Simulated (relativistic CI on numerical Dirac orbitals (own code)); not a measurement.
## Forbidden lines of Ni⁷⁺

These numbers are calculated, not measured: Dirac-Coulomb-Breit CI, orbitals from a KLI potential per configuration, model QED, unscaled Slater integrals (own radial code, finite nucleus).

Configurations in the expansion (outside the closed core [Ne]): 3s²3p⁶3d³, 3s²3p⁵3d⁴, 3s²3p⁶3d²4s, 3s3p⁶3d⁴, 3s²3p⁶3d²4p, 3s²3p⁶3d²4d, 3s²3p⁶3d4s4p, 3s²3p⁶3d²4f, 3s²3p⁶3d²5s, 3s²3p⁶3d²5p, 3s²3p⁶3d4p4d, 3s²3p⁶3d4s², 3s²3p⁶4s²4p, 3s²3p⁶4s²4d, 3s²3p⁶4s²4f, 3p⁶3d⁵, 3p⁵3d⁶, 3s²3p⁶3d4p², 3s²3p⁶4s4p², 3s²3p⁶4p³, 3s²3p⁶4p²4d, 3s²3p⁶4p²4f, 3s²3p⁶3d4s4d, 3s²3p⁶4s4p4d, 3s²3p⁶4s4d², 3s²3p⁶4s4d4f. Double excitations out of closed p, d and f shells are left out; levels of such configurations are missing from the list, as are those of other unlisted configurations, and high levels can miss mixing partners.

```csv
λ vac (nm),Lower,Upper,Type,A (s⁻¹),log gf
138.89,3s²3p⁶3d³ ⁴P5/2 [7],3s²3p⁶3d³ ²D5/2 [18],M1,5.63e+00,-8.01
140.12,3s²3p⁶3d³ ²G7/2 [8],3s²3p⁶3d³ ²D5/2 [18],E2,2.26e+00,-8.40
142.45,3s²3p⁶3d³ ²G9/2 [9],3s²3p⁶3d³ ²D5/2 [18],E2,2.35e+01,-7.37
156.47,3s²3p⁶3d³ ⁴F3/2 [1],3s²3p⁶3d³ ²F5/2 [17],M1,8.86e-01,-8.71
158.75,3s²3p⁶3d³ ⁴F5/2 [2],3s²3p⁶3d³ ²F5/2 [17],M1,1.27e-01,-9.54
160.43,3s²3p⁶3d³ ⁴F5/2 [2],3s²3p⁶3d³ ²F7/2 [16],M1,3.95e-01,-8.91
161.84,3s²3p⁶3d³ ⁴F7/2 [3],3s²3p⁶3d³ ²F5/2 [17],M1,1.42e-01,-9.47
167.48,3s²3p⁶3d³ ⁴F9/2 [4],3s²3p⁶3d³ ²F7/2 [16],M1,1.04e+00,-8.45
170.12,3s²3p⁶3d³ ²D3/2 [15],3s²3p⁶3d³ ²D5/2 [18],E2,4.02e+00,-7.98
245.59,3s²3p⁶3d³ ⁴F3/2 [1],3s²3p⁶3d³ ²D3/2 [15],M1,1.34e+00,-8.31
249.51,3s²3p⁶3d³ ⁴F3/2 [1],3s²3p⁶3d³ ²D5/2 [14],M1,1.69e-01,-9.02
251.26,3s²3p⁶3d³ ⁴F5/2 [2],3s²3p⁶3d³ ²D3/2 [15],M1,2.57e+00,-8.01
255.36,3s²3p⁶3d³ ⁴F5/2 [2],3s²3p⁶3d³ ²D5/2 [14],M1,5.46e-01,-8.49
263.44,3s²3p⁶3d³ ⁴F7/2 [3],3s²3p⁶3d³ ²D5/2 [14],M1,4.18e+00,-7.58
272.40,3s²3p⁶3d³ ⁴F7/2 [3],3s²3p⁶3d³ ²H9/2 [12],M1,2.89e-02,-9.49
273.47,3s²3p⁶3d³ ⁴F3/2 [1],3s²3p⁶3d³ ²D3/2 [10],M1,1.60e+00,-8.14
279.51,3s²3p⁶3d³ ²G7/2 [8],3s²3p⁶3d³ ²F5/2 [17],E2,2.49e-01,-8.76
279.51,3s²3p⁶3d³ ²G7/2 [8],3s²3p⁶3d³ ²F5/2 [17],M1,6.00e-01,-8.38
280.52,3s²3p⁶3d³ ⁴F5/2 [2],3s²3p⁶3d³ ²D3/2 [10],M1,2.59e+00,-7.91
280.98,3s²3p⁶3d³ ²F5/2 [17],3s²3p⁶3d³ ²D5/2 [18],M1,2.43e+00,-7.76
283.38,3s²3p⁶3d³ ⁴F9/2 [4],3s²3p⁶3d³ ²H9/2 [12],M1,5.02e-02,-9.22
284.75,3s²3p⁶3d³ ²G7/2 [8],3s²3p⁶3d³ ²F7/2 [16],M1,1.01e+00,-8.01
294.54,3s²3p⁶3d³ ²G9/2 [9],3s²3p⁶3d³ ²F7/2 [16],E2,2.08e-01,-8.66
294.54,3s²3p⁶3d³ ²G9/2 [9],3s²3p⁶3d³ ²F7/2 [16],M1,4.36e-01,-8.34
367.45,3s²3p⁶3d³ ⁴F5/2 [2],3s²3p⁶3d³ ²G7/2 [8],M1,9.74e-01,-7.80
367.91,3s²3p⁶3d³ ⁴F7/2 [3],3s²3p⁶3d³ ²G9/2 [9],M1,9.87e-01,-7.70
384.42,3s²3p⁶3d³ ⁴F7/2 [3],3s²3p⁶3d³ ²G7/2 [8],M1,1.02e+00,-7.74
388.24,3s²3p⁶3d³ ⁴F9/2 [4],3s²3p⁶3d³ ²G9/2 [9],M1,2.39e+00,-7.27
398.74,3s²3p⁶3d³ ²H9/2 [12],3s²3p⁶3d³ ²F5/2 [17],E2,1.67e-01,-8.62
406.66,3s²3p⁶3d³ ⁴F9/2 [4],3s²3p⁶3d³ ²G7/2 [8],M1,4.84e-02,-9.02
419.62,3s²3p⁶3d³ ²D5/2 [14],3s²3p⁶3d³ ²F5/2 [17],M1,1.15e-01,-8.74
422.61,3s²3p⁶3d³ ²H11/2 [13],3s²3p⁶3d³ ²F7/2 [16],E2,1.20e-01,-8.59
756.52,3s²3p⁶3d³ ⁴P5/2 [7],3s²3p⁶3d³ ²D3/2 [15],M1,8.08e-01,-7.56
795.01,3s²3p⁶3d³ ⁴P5/2 [7],3s²3p⁶3d³ ²D5/2 [14],M1,2.41e-01,-7.86
878.61,3s²3p⁶3d³ ⁴P1/2 [5],3s²3p⁶3d³ ²P1/2 [11],M1,1.60e+00,-7.43
934.75,3s²3p⁶3d³ ²G7/2 [8],3s²3p⁶3d³ ²H9/2 [12],M1,5.06e-01,-7.18
941.89,3s²3p⁶3d³ ⁴P1/2 [5],3s²3p⁶3d³ ²D3/2 [10],M1,3.62e-01,-7.71
970.30,3s²3p⁶3d³ ⁴P3/2 [6],3s²3p⁶3d³ ²D3/2 [10],M1,8.48e-01,-7.32
971.91,3s²3p⁶3d³ ²G9/2 [9],3s²3p⁶3d³ ²H11/2 [13],M1,4.61e-01,-7.11
1049.2,3s²3p⁶3d³ ²G9/2 [9],3s²3p⁶3d³ ²H9/2 [12],M1,7.93e-01,-6.88
1103.0,3s²3p⁶3d³ ⁴P5/2 [7],3s²3p⁶3d³ ²D3/2 [10],M1,3.31e-01,-7.62
2408.5,3s²3p⁶3d³ ²D3/2 [10],3s²3p⁶3d³ ²D3/2 [15],M1,5.36e-01,-6.73
2847.5,3s²3p⁶3d³ ²D3/2 [10],3s²3p⁶3d³ ²D5/2 [14],M1,2.36e-01,-6.76
2952.2,3s²3p⁶3d³ ²P1/2 [11],3s²3p⁶3d³ ²D3/2 [15],M1,1.75e-01,-7.04
8325.6,3s²3p⁶3d³ ⁴F5/2 [2],3s²3p⁶3d³ ⁴F7/2 [3],M1,7.49e-02,-6.21
```

Terms are leading LS components. Brackets give the number of a level in order of energy, since labels repeat. The list gives strong lines, with weight on those to low levels, among the lowest 200 of 1087 levels, so that lines to higher ones, which can be the strongest, are missing, and without 15 lines that miss the measured interval by over 7 %, start from a term whose rates miss tabulated ones by over 60 %, have gauges far apart or, lacking measured levels, span too small a gap for the errors found; lines with a level outside our table were not tested and can miss by more. Levels whose partners in the same complex of configurations lie outside the list can be far off, and so can their lines. Rates are taken at the computed energies, electric ones in the length gauge.

At this charge configurations can still be misplaced by up to about 7 % of their energy. Terms inside the open d or f shell come out 10 to 20 % too wide with unscaled integrals. 14 of the 17 excited levels that our extract of the measured tables holds in this range could be paired (the sources list more); they are missed by 1979 cm⁻¹ on average and 4011 at most, and levels without a partner can miss by more. Some levels of the ground configuration have no partner and can miss by 10 % or more.

LS names give the leading component of a level, which can be under half, so a name can repeat, a term be missing and a line seem to break the LS rules.
